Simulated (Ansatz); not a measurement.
Complex (SMILES): [H][H] (H2) with [SiH3][SiH3] (Si2H6), atoms 1 to 2 the first; geometry from B3LYP-D3(BJ)/def2-TZVP, monomers rigid:
```xyz
10

H      0.3397     0.0222     0.2902
H      0.6122     0.2666    -0.3576
Si     0.3200    -3.2284    -1.0917
Si     1.0226    -2.2141    -3.0850
H      0.1535    -4.6882    -1.2985
H      1.3218    -3.0132    -0.0199
H     -0.9775    -2.6616    -0.6511
H      1.2073    -0.7551    -2.8941
H      2.3113    -2.7989    -3.5296
H      0.0137    -2.4266    -4.1514
```

Interaction energy at PBE with Ansatz (a first-principles code), kcal/mol, without and with the counterpoise correction (monomers among the partner's ghost functions). Cartesian d functions, on some or all atoms, in 6-31G*, 6-311G**, 6-311+G**; all else is spherical. The program fits the integrals of some runs and decomposes those of others, by size. No added dispersion term, no relativity. Reference, counterpoise-corrected: the value in aug-pcseg-3, -0.20.

```tsv
basis	functions	uncorrected	counterpoise	counterpoise correction	mean of both
3-21G	42	-0.57	-0.07	0.50	-0.32
6-31G*	54	-0.25	-0.06	0.19	-0.16
6-311G**	102	-0.16	-0.14	0.02	-0.15
6-311+G**	110	-0.16	-0.14	0.01	-0.15
def2-TZVP	122	-0.18	-0.16	0.02	-0.17
cc-pV(T+d)Z	190	-0.21	-0.19	0.02	-0.20
jun-cc-pV(T+d)Z	208	-0.21	-0.19	0.02	-0.20
aug-pcseg-2	284	-0.22	-0.18	0.05	-0.20
def2-QZVPP	380	-0.20	-0.20	0.00	-0.20
def2-QZVPPD	416	-0.20	-0.20	0.00	-0.20
aug-cc-pV(Q+d)Z	546	-0.22	-0.20	0.02	-0.21
aug-pcseg-3	570	-0.20	-0.20	0.00	-0.20
```

The corrected value lies nearer the reference in 8 of 12 rows.
